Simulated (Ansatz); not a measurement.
`[CH3][GaH][SH]` + H–F → `[F][GaH][SH]` + CH₄ at 600 K and 1 bar (ligand exchange at a Ga–C bond).

Gas-phase electronic energies from Ansatz, PBE0-D4/def2-TZVP geometries. CCSD(T)/CBS is the MP2 limit (def2-TZVPP, def2-QZVPP) plus CCSD(T) − MP2 in def2-TZVPP, frozen cores. This one scheme is used for every species. For Ga outer-core shells are correlated without core-valence functions, which leaves a few kJ/mol of doubt a bond. Scalar relativity is left out up to krypton. One conformer a species, not always the lowest.

| species | CCSD(T)/CBS energy (Eh) | H − E (kJ/mol) | S (J/(mol·K)) |
| --- | --- | --- | --- |
| `[CH3][GaH][SH]` | -2362.81343 | 187.0 | 407.7 |
| H–F | -100.39570 | 42.3 | 194.0 |
| `[F][GaH][SH]` | -2422.78377 | 87.8 | 359.2 |
| CH₄ | -40.46206 | 140.4 | 215.7 |

H − E and S are ideal-gas, rigid-rotor, harmonic terms from PBE0-D4/def2-TZVP, for one conformer and one mirror image of each species. 1 Eh = 2625.50 kJ/mol, R = 8.31446 J/(mol·K).

Task: By hand: ΔE, ΔH, ΔS and ΔG.

Result: ΔE = (-2422.78377) + (-40.46206) − (-2362.81343) − (-100.39570) = -0.03670 Eh = -96.4 kJ/mol. Δ(H − E) = 87.8 + 140.4 − 187.0 − 42.3 = -1.1, so ΔH = -97.5 kJ/mol. ΔS = 359.2 + 215.7 − 407.7 − 194.0 = -26.8 J/(mol·K). ΔG = -97.5 − 600 × (-26.8)/1000 = -81.4 kJ/mol.

Task: By hand: the equilibrium constant, and the temperature at which ΔG would vanish if ΔH and ΔS stayed fixed.

Result: log₁₀ K = −ΔG/(RT ln 10) = 7.1. ΔG = 0 at ΔH/ΔS = 3638 K, far beyond where these terms or the molecules hold.

ΔH outweighs TΔS. A doubt of 5 kJ/mol in ΔE shifts log₁₀ K by 0.4 here. Other conformers and mirror images would add mixing entropy, several J/(mol·K) or more a flexible species. Modes under 60 cm⁻¹, often nearly free rotors, make the harmonic entropy too high. These are equilibria of isolated gas molecules and say nothing of rates. Largest T1 diagnostic: 0.014 (customary marks: 0.02 for closed shells, 0.045 for open ones).
